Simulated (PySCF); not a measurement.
# How methods differ on the ionisation energy of Os⁶³⁺

Os⁶³⁺ [Ne] 3s2 3p1 [3p1/2^1, M_J = 1/2] → Os⁶⁴⁺ [Ne] 3s2, as a difference of total energies. All numbers are calculated (PySCF 2.14, the two-component X2C-1e Hamiltonian, in an even-tempered Gaussian basis (17 s from 21 bohr⁻², ratio 2.4; 14 p from 27 bohr⁻², ratio 2.4; 4 d from 88 bohr⁻², ratio 2.6; 4 f from 130 bohr⁻², ratio 2.6)). Correlated levels: 1s2 frozen; the 46 highest virtual spinors dropped. "Screened" scales the spin-orbit matrix elements by Boettger's factors to mimic the two-electron term; Breit and QED terms are absent.

| method | ionisation energy (eV) |
| --- | --- |
| GHF (spin-free) | 6894.5 |
| GMP2 (spin-free) | 6895.1 |
| GHF (screened spin-orbit) | 7193.0 |
| GMP2 (screened spin-orbit) | 7193.1 |

Breit and QED terms and the two-electron picture change are absent.

The spin-free rows lack the spin-orbit shift.

For comparison: 7185 ± 19 eV (theoretical estimate listed by NIST; NIST Atomic Spectra Database, ionization energies).
